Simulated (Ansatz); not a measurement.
Born–Oppenheimer molecular dynamics of CH4AlFSi (8 atoms, charge 0, multiplicity 1). It starts from a relaxed structure.

All numbers below come from RKS B3LYP-D4/def2-SVP in Ansatz 0.2.0.

* ensemble: NVT, Langevin thermostat
* time step: 1 fs
* steps asked: 150
* set temperature: 400 K
* friction: 0.005 /fs
* seed: 760269

First frame:

```xyz
8
Properties=species:S:1:pos:R:3
F -1.973 0.462 1.251
Si -0.368 0.581 0.932
C 0.053 0.189 -0.891
Al 0.702 -1.359 0.152
H 0.088 1.895 1.476
H -0.705 0.205 -1.691
H 0.902 0.836 -1.197
H 1.301 -2.811 -0.032
```

How far do the bonds stretch over the last three quarters of this one trajectory? (Pairs bonded in most of those frames.)


| bond | mean (Å) | spread (Å) | shortest | longest |
| --- | --- | --- | --- | --- |
| F1–Si2 | 1.641 | 0.019 | 1.60 | 1.67 |
| Si2–C3 | 1.894 | 0.051 | 1.82 | 1.98 |
| Si2–Al4 | 2.356 | 0.046 | 2.26 | 2.43 |
| Si2–H5 | 1.498 | 0.024 | 1.46 | 1.55 |
| C3–Al4 | 1.994 | 0.051 | 1.91 | 2.08 |
| C3–H6 | 1.116 | 0.017 | 1.08 | 1.15 |
| C3–H7 | 1.108 | 0.018 | 1.07 | 1.15 |
| Al4–H8 | 1.585 | 0.021 | 1.55 | 1.63 |

Mean temperature of the second half: 327 K. The mean temperature of the second half is 18 % below the set value. A run of 0.15 ps of so small a system gives no equilibrium averages.

Time of the run: 6.5 min on 1 thread of Intel(R) Xeon(R) Platinum 8259CL CPU @ 2.50GHz (Skylake/Cascade Lake) (shared host), peak memory 0.19 GiB.
